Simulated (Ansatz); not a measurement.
C4H4N, charge -1, singlet, at a GFN2-xTB geometry (a gas-phase anion, which may not be bound at this level); Ansatz (a first-principles code) with REVPBE/STO-3G.

The Ansatz input:
Ansatz 0.2 input:
```yaml
crystal:
  periodic: [false, false, false]
  atoms:
    - {symbol: H, position_ang: [-0.02361208, -0.00903330, 2.11033186]}
    - {symbol: N, position_ang: [-0.01195216, 0.01503237, 1.09704447]}
    - {symbol: C, position_ang: [0.01575145, 1.13269334, 0.24842767]}
    - {symbol: C, position_ang: [-0.02097855, -1.08973227, 0.28483805]}
    - {symbol: C, position_ang: [0.02524534, 0.80457479, -1.08776751]}
    - {symbol: C, position_ang: [0.00064455, -0.64671222, -1.00864412]}
    - {symbol: H, position_ang: [0.02635805, 2.11162462, 0.73353758]}
    - {symbol: H, position_ang: [-0.04212282, -2.08743635, 0.71986259]}
    - {symbol: H, position_ang: [-0.00093481, -1.32532347, -1.86416783]}
basis:
  gaussian:
    orbitals: STO-3G
hamiltonian:
  xc: revpbe
total_charge: -1
accuracy: high
```

It wrote (shortened):

```
Functional definition: revPBE
613 factors; integrals over basis functions are off by at most 4.8e-9 eV
mean field evaluation 1: about -5619.3420 eV, gradient 4.0e1 eV
mean field evaluation 2: about -5568.1490 eV, gradient 1.0e2 eV
mean field evaluation 4: about -5623.8834 eV, gradient 1.4e1 eV
mean field evaluation 8: about -5624.3396 eV, gradient 2.7e-1 eV
mean field evaluation 16: about -5624.3399 eV, gradient 6.9e-7 eV
mean field -5624.33990093 eV, -206.6906790448 hartree, gradient 1.2e-8 eV, S^2 0.000000; 0 other end points of the search recorded, 0 dependent functions left out
reference -5624.33990355 eV, -206.6906791410 hartree; 18, 18 occupied and 11, 11 virtual orbitals, 613 factors
Total energy: -5624.33990355 eV, -206.6906791410 hartree
```
